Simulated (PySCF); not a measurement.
Cl, doublet; R2SCAN/aug-cc-pVDZ (PySCF).

PySCF was given this input:
```python
from pyscf import gto, scf, dft

mol = gto.Mole()
mol.atom = '''
    Cl    0.00000000    0.00000000    0.00000000
'''
mol.basis = 'aug-cc-pvdz'
mol.spin = 1
mol.verbose = 4
mol.build()

mf = dft.UKS(mol)
mf.xc = 'r2scan'
mf.kernel()
```

Output, abridged:

```
PySCF version 2.14.0

[INPUT] verbose = 4
[INPUT] num. atoms = 1
[INPUT] num. electrons = 17
[INPUT] charge = 0
[INPUT] spin (= nelec alpha-beta = 2S) = 1
[INPUT] symmetry False subgroup None
[INPUT] Mole.unit = angstrom
[INPUT] Symbol           X                Y                Z      unit          X                Y                Z       unit  Magmom
[INPUT]  1 Cl     0.000000000000   0.000000000000   0.000000000000 AA    0.000000000000   0.000000000000   0.000000000000 Bohr   0.0

nuclear repulsion = 0
number of shells = 8
number of NR pGTOs = 50
number of NR cGTOs = 27
basis = aug-cc-pvdz
ecp = {}

******** <class 'pyscf.dft.uks.UKS'> ********
method = UKS
initial guess = minao
damping factor = 0
level_shift factor = 0
DIIS = <class 'pyscf.scf.diis.CDIIS'>
diis_start_cycle = 1
diis_space = 8
diis_damp = 0
SCF conv_tol = 1e-09
SCF conv_tol_grad = None
SCF max_cycles = 50
direct_scf = True
direct_scf_tol = 1e-13
number electrons alpha = 9  beta = 8
XC library pyscf.dft.libxc version 7.1.2
    S. Lehtola, C. Steigemann, M. J. T. Oliveira, and M. A. L. Marques,  SoftwareX 7, 1–5 (2018)
XC functionals = r2scan
    J. W. Furness, A. D. Kaplan, J. Ning, J. P. Perdew, and J. Sun,  J. Phys. Chem. Lett. 11, 8208–8215 (2020)
    J. W. Furness, A. D. Kaplan, J. Ning, J. P. Perdew, and J. Sun,  J. Phys. Chem. Lett. 11, 9248–9248 (2020)
    J. W. Furness, A. D. Kaplan, J. Ning, J. P. Perdew, and J. Sun,  J. Phys. Chem. Lett. 11, 8208–8215 (2020)
    J. W. Furness, A. D. Kaplan, J. Ning, J. P. Perdew, and J. Sun,  J. Phys. Chem. Lett. 11, 9248–9248 (2020)
radial grids:
    Treutler-Ahlrichs [JCP 102, 346 (1995); DOI:10.1063/1.469408] (M4) radial grids

becke partition: Becke, JCP 88, 2547 (1988); DOI:10.1063/1.454033
pruning grids: <function nwchem_prune>
grids dens level: 3
symmetrized grids: False
atomic radii adjust function: <function treutler_atomic_radii_adjust>
small_rho_cutoff = 0
Set gradient conv threshold to 3.16228e-05
tot grids = 18880
init E= -460.073195470473

cycle= 1 E= -460.108109919689  delta_E= -0.0349  |g|= 0.0573  |ddm|= 0.57
cycle= 2 E= -460.110847288484  delta_E= -0.00274  |g|= 0.00924  |ddm|= 0.0544
cycle= 3 E= -460.110902397083  delta_E= -5.51e-05  |g|= 0.00453  |ddm|= 0.0138
cycle= 4 E= -460.110914101133  delta_E= -1.17e-05  |g|= 0.000797  |ddm|= 0.00585
cycle= 5 E= -460.110914497806  delta_E= -3.97e-07  |g|= 6.37e-05  |ddm|= 0.000969
cycle= 6 E= -460.1109145043  delta_E= -6.49e-09  |g|= 1.04e-05  |ddm|= 0.000185
cycle= 7 E= -460.110914505119  delta_E= -8.18e-10  |g|= 9.42e-06  |ddm|= 8.49e-05
Extra cycle  E= -460.110914505799  delta_E= -6.8e-10  |g|= 9.44e-06  |ddm|= 7.25e-05
converged SCF energy = -460.110914505799  <S^2> = 0.7539042  2S+1 = 2.0039004
```
